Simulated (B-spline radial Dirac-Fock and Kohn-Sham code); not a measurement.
# Er²¹⁺: eigenvalues, ΔSCF and the reference

System: Er²¹⁺, [Kr] 4d10 4f1.

The density-functional columns are spherical, spin-unpolarised Dirac-Kohn-Sham results without Breit or QED terms: −ε is minus the orbital energy of the initial state and ΔSCF the difference of two total energies. The reference in the last column comes from ΔSCF Dirac-Fock with Breit, self-energy and vacuum polarisation, finite nucleus, configuration average. All numbers are from an atomic code on a B-spline grid, in eV; a selection of levels is shown. For the 1s level of heavy atoms much of the gap between ΔSCF and the reference is the Breit and QED part, -263.6 eV here; for other levels the error of the functional can be larger.

| level | LDA −ε | LDA ΔSCF | Dirac-Fock |
| --- | --- | --- | --- |
| 1s | 57831.9 | 58342.5 | 58092.0 |
| 2s | 10205.8 | 10311.6 | 10372.6 |
| 2p1/2 | 9752.4 | 9883.0 | 9877.6 |
| 2p3/2 | 8837.2 | 8954.4 | 8972.0 |
| 3s | 2752.6 | 2794.4 | 2843.1 |
| 3p1/2 | 2553.4 | 2597.2 | 2627.8 |
| 3p3/2 | 2360.6 | 2402.0 | 2433.9 |
| 3d3/2 | 2018.3 | 2065.1 | 2070.8 |
| 3d5/2 | 1976.2 | 2022.2 | 2029.6 |
| 4s | 983.1 | 1005.3 | 1028.1 |
| 4p1/2 | 901.8 | 923.8 | 938.3 |
| 4p3/2 | 852.2 | 873.4 | 888.7 |
| 4d3/2 | 716.9 | 737.9 | 737.8 |
| 4d5/2 | 707.0 | 727.8 | 728.1 |
| 4f | 540.4 | 561.5 | 558.8 |

Values without a named source are computed, but for edge energies of neutral atoms, which are taken from tables.
